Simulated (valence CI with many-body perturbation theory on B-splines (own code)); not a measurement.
# Ba XLII: electric-dipole lines

Computed by configuration interaction combined with many-body perturbation theory (CI+MBPT): five valence electrons over a frozen Dirac-Fock core [Ne], radial functions for each j: 11 s, 11 p, 10 d, 8 f, 5 g, 2 h, with the one-electron correlation potential Σ1 (screened to all orders), the two-electron term Σ2, the three-electron term Σ3, Breit, model QED; selected single and double excitations, second order for the rest, scaled by the run's own slope (own B-spline code, finite nucleus).

The last digits are not significant, and no measured levels were compared; by estimate large intervals hold to a few tenths of a per cent, small ones and those within an open d or f shell to about a per cent. Among the levels kept, up to 3200 cm⁻¹ of a level comes from second order outside the variational space, and about a tenth of that is noise between levels of different J, which matters for small intervals.

Lines 201 to 250 of 548 in falling wavelength, among levels below 598.35 eV, chosen from the strongest by gf and those to the six lowest levels. Wavelengths and rates use the calculated energies. Electric multipoles are in the length gauge, E1 and E2 with the static RPA response of the core. Weak lines are less certain than strong ones. Lines between different terms over intervals too small for the method are left out, as are lines whose strength nearly cancels. Where a level lies close to another of its J and parity, the split of strength between their lines is uncertain. The highest levels of a list are the least certain.

Levels are named by their leading jj configuration (3d3/2^4 stands for four electrons in 3d with j = 3/2), which in mixed levels can hold well under half, so a name can repeat and another be missing. Letters in brackets count levels of one name in rising energy.

| λ vac (nm) | Upper | Lower | A (s⁻¹) | S (a.u.) |
| --- | --- | --- | --- | --- |
| 5.859 | (3s^2 3p3/2 3d3/2 3d5/2) J=3/2 [c] | (3s^2 3p3/2^2 3d3/2) J=1/2 | 2.40e+11 | 9.54e-02 |
| 5.853 | (3s 3p1/2^2 3p3/2 3d3/2) J=3/2 [b] | (3s^2 3p1/2^2 3d3/2) J=3/2 | 6.72e+10 | 2.66e-02 |
| 5.852 | (3s 3p1/2^2 3p3/2 3d5/2) J=7/2 [a] | (3s^2 3p1/2^2 3d5/2) J=5/2 | 2.98e+10 | 2.36e-02 |
| 5.842 | (3s 3p1/2 3p3/2^2 3d3/2) J=9/2 | (3s^2 3p1/2 3p3/2 3d3/2) J=7/2 | 1.31e+11 | 1.29e-01 |
| 5.841 | (3s^2 3p1/2 3d5/2^2) J=1/2 | (3s^2 3p1/2 3p3/2 3d5/2) J=3/2 [b] | 1.31e+11 | 2.58e-02 |
| 5.824 | (3s 3p3/2^3 3d3/2) J=1/2 | (3s^2 3p3/2^2 3d3/2) J=3/2 [a] | 2.11e+11 | 4.11e-02 |
| 5.823 | (3s 3p1/2^2 3p3/2 3d5/2) J=3/2 [b] | (3s 3p1/2^2 3p3/2^2) J=5/2 | 5.90e+10 | 2.30e-02 |
| 5.817 | (3s 3p3/2^3 3d3/2) J=1/2 | (3s^2 3p3/2^2 3d3/2) J=1/2 | 1.04e+11 | 2.01e-02 |
| 5.811 | (3s 3p1/2 3p3/2^2 3d5/2) J=1/2 [b] | (3s^2 3p1/2 3p3/2 3d5/2) J=3/2 [a] | 1.36e+11 | 2.63e-02 |
| 5.810 | (3s 3p3/2^3 3d3/2) J=3/2 | (3s^2 3p3/2^2 3d5/2) J=1/2 | 5.45e+10 | 2.11e-02 |
| 5.805 | (3s 3p1/2 3p3/2^2 3d5/2) J=5/2 [b] | (3s^2 3p1/2 3p3/2 3d3/2) J=3/2 [b] | 3.80e+10 | 2.20e-02 |
| 5.804 | (3s 3p1/2 3p3/2^2 3d5/2) J=5/2 [d] | (3s^2 3p1/2 3p3/2 3d5/2) J=3/2 [b] | 4.93e+10 | 2.86e-02 |
| 5.801 | (3s^2 3p3/2 3d3/2 3d5/2) J=5/2 [d] | (3s^2 3p3/2^2 3d3/2) J=3/2 [a] | 1.31e+11 | 7.56e-02 |
| 5.800 | (3s 3p1/2 3p3/2^2 3d3/2) J=7/2 [c] | (3s^2 3p1/2 3p3/2 3d5/2) J=5/2 [a] | 1.08e+11 | 8.30e-02 |
| 5.799 | (3p1/2^2 3p3/2^2 3d3/2) J=7/2 | (3s 3p1/2^2 3p3/2 3d3/2) J=5/2 [b] | 1.67e+11 | 1.28e-01 |
| 5.789 | (3s 3p1/2 3p3/2^2 3d5/2) J=7/2 [d] | (3s^2 3p1/2 3p3/2 3d5/2) J=5/2 [b] | 6.36e+10 | 4.87e-02 |
| 5.767 | (3s^2 3p3/2 3d3/2 3d5/2) J=5/2 [d] | (3s^2 3p3/2^2 3d5/2) J=7/2 | 2.12e+10 | 1.21e-02 |
| 5.765 | (3s 3p1/2 3p3/2^2 3d5/2) J=3/2 [d] | (3s^2 3p1/2 3p3/2 3d5/2) J=1/2 | 1.24e+11 | 4.68e-02 |
| 5.761 | (3s 3p1/2 3p3/2^2 3d5/2) J=1/2 [c] | (3s^2 3p1/2 3p3/2 3d5/2) J=3/2 [c] | 1.43e+11 | 2.71e-02 |
| 5.760 | (3s^2 3p3/2 3d3/2 3d5/2) J=1/2 [b] | (3s^2 3p3/2^2 3d5/2) J=1/2 | 5.76e+10 | 1.09e-02 |
| 5.748 | (3s^2 3p1/2 3d5/2^2) J=7/2 | (3s^2 3p1/2 3p3/2 3d5/2) J=7/2 [a] | 1.68e+11 | 1.26e-01 |
| 5.746 | (3s 3p1/2 3p3/2^2 3d3/2) J=3/2 [b] | (3s^2 3p1/2 3p3/2 3d3/2) J=5/2 [a] | 2.79e+10 | 1.04e-02 |
| 5.743 | (3s^2 3p3/2 3d5/2^2) J=3/2 [b] | (3s^2 3p3/2^2 3d3/2) J=3/2 [b] | 8.35e+10 | 3.12e-02 |
| 5.735 | (3s 3p1/2 3p3/2^2 3d3/2) J=1/2 [c] | (3s^2 3p1/2 3p3/2 3d3/2) J=3/2 [b] | 1.29e+11 | 2.40e-02 |
| 5.732 | (3s 3p1/2 3p3/2^2 3d5/2) J=7/2 [d] | (3s^2 3p1/2 3p3/2 3d5/2) J=7/2 [b] | 2.02e+10 | 1.50e-02 |
| 5.730 | (3s^2 3p1/2 3d5/2^2) J=5/2 | (3s^2 3p1/2 3p3/2 3d3/2) J=7/2 | 2.53e+10 | 1.41e-02 |
| 5.730 | (3s 3p1/2 3p3/2^2 3d5/2) J=3/2 [e] | (3s^2 3p1/2 3p3/2 3d5/2) J=3/2 [c] | 1.05e+11 | 3.91e-02 |
| 5.723 | (3s 3p1/2 3p3/2^2 3d5/2) J=3/2 [a] | (3s^2 3p1/2 3p3/2 3d3/2) J=5/2 [b] | 1.55e+11 | 5.73e-02 |
| 5.718 | (3s 3p1/2 3p3/2^2 3d5/2) J=5/2 [d] | (3s^2 3p1/2 3p3/2 3d5/2) J=7/2 [b] | 5.12e+10 | 2.83e-02 |
| 5.714 | (3s^2 3p3/2 3d5/2^2) J=3/2 [a] | (3s^2 3p3/2^2 3d5/2) J=1/2 | 5.54e+10 | 2.04e-02 |
| 5.708 | (3s 3p1/2 3p3/2^3) J=5/2 | (3s^2 3p1/2 3p3/2^2) J=5/2 | 2.38e+11 | 1.31e-01 |
| 5.695 | (3s 3p3/2^3 3d3/2) J=3/2 | (3s^2 3p3/2^2 3d3/2) J=3/2 [a] | 1.09e+11 | 3.98e-02 |
| 5.694 | (3s 3p1/2 3p3/2^2 3d5/2) J=7/2 [b] | (3s^2 3p1/2 3p3/2 3d3/2) J=5/2 [b] | 4.27e+10 | 3.12e-02 |
| 5.683 | (3s 3p1/2 3p3/2^2 3d5/2) J=3/2 [d] | (3s^2 3p1/2 3p3/2 3d5/2) J=5/2 [b] | 5.93e+10 | 2.15e-02 |
| 5.678 | (3s^2 3p1/2 3p3/2 3d5/2) J=3/2 [c] | (3s^2 3p1/2 3p3/2^2) J=3/2 | 1.44e+11 | 5.19e-02 |
| 5.668 | (3s 3p1/2 3p3/2^2 3d3/2) J=7/2 [b] | (3s^2 3p1/2 3p3/2 3d3/2) J=7/2 | 5.71e+10 | 4.10e-02 |
| 5.665 | (3s 3p3/2^3 3d3/2) J=3/2 | (3s^2 3p3/2^2 3d3/2) J=5/2 | 1.59e+11 | 5.70e-02 |
| 5.665 | (3p1/2^2 3p3/2^3) J=3/2 | (3s 3p1/2^2 3p3/2^2) J=3/2 | 1.66e+11 | 5.96e-02 |
| 5.662 | (3s^2 3p3/2 3d5/2^2) J=7/2 [b] | (3s^2 3p3/2^2 3d3/2) J=5/2 | 1.22e+11 | 8.73e-02 |
| 5.658 | (3s^2 3p3/2 3d5/2^2) J=7/2 [b] | (3s^2 3p3/2^2 3d5/2) J=7/2 | 3.09e+11 | 2.21e-01 |
| 5.654 | (3s^2 3p3/2 3d5/2^2) J=5/2 [b] | (3s^2 3p3/2^2 3d3/2) J=7/2 | 8.66e+10 | 4.63e-02 |
| 5.654 | (3s 3p1/2 3p3/2^2 3d5/2) J=7/2 [e] | (3s^2 3p1/2 3p3/2 3d5/2) J=7/2 [b] | 2.00e+11 | 1.43e-01 |
| 5.653 | (3s 3p3/2^3 3d5/2) J=9/2 | (3s^2 3p3/2^2 3d3/2) J=7/2 | 1.36e+10 | 1.21e-02 |
| 5.653 | (3s 3p1/2 3p3/2^2 3d5/2) J=1/2 [a] | (3s^2 3p1/2 3p3/2 3d3/2) J=3/2 [a] | 6.65e+10 | 1.19e-02 |
| 5.650 | (3s 3p3/2^3 3d5/2) J=9/2 | (3s^2 3p3/2^2 3d5/2) J=9/2 | 4.58e+11 | 4.08e-01 |
| 5.645 | (3p1/2^2 3p3/2^3) J=3/2 | (3s 3p1/2^2 3p3/2^2) J=1/2 | 2.86e+10 | 1.02e-02 |
| 5.641 | (3s^2 3p3/2 3d3/2 3d5/2) J=1/2 [b] | (3s^2 3p3/2^2 3d3/2) J=1/2 | 1.90e+11 | 3.37e-02 |
| 5.640 | (3s 3p1/2^2 3p3/2^2) J=1/2 | (3s^2 3p1/2^2 3p3/2) J=3/2 | 8.86e+10 | 1.57e-02 |
| 5.633 | (3s 3p1/2 3p3/2^2 3d5/2) J=5/2 [a] | (3s^2 3p1/2 3p3/2 3d5/2) J=3/2 [a] | 5.47e+10 | 2.90e-02 |
| 5.627 | (3p1/2^2 3p3/2^2 3d3/2) J=5/2 | (3s 3p1/2^2 3p3/2 3d3/2) J=3/2 [b] | 7.93e+10 | 4.18e-02 |
